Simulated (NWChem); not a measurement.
# Si2H4OClF; SMILES O[Si@@H](Cl)[SiH2]F

```xyz
9

O      1.8909     0.5145    -0.4604
Si     0.4913     0.4689     0.4238
Cl    -0.7570     2.0675    -0.0553
Si    -0.7217    -1.4138    -0.2410
F      0.0666    -2.7758     0.1890
H      2.5444     1.1840    -0.2329
H      0.7724     0.5875     1.8842
H     -2.0524    -1.4158     0.4313
H     -0.8961    -1.4072    -1.7208
```
Atoms are numbered in this order, from 1.

All runs: NWChem. Structure relaxed at the PBE0/def2-SVP level.

Question: What does the run give for PBE/def2-TZVP? Quantities: highest occupied level (eV); orbital gap (eV); dipole (D).

Answer: The highest occupied level (eV) comes out as -7.03 and the orbital gap (eV) is 5.27. The dipole (D) comes out as 1.44.
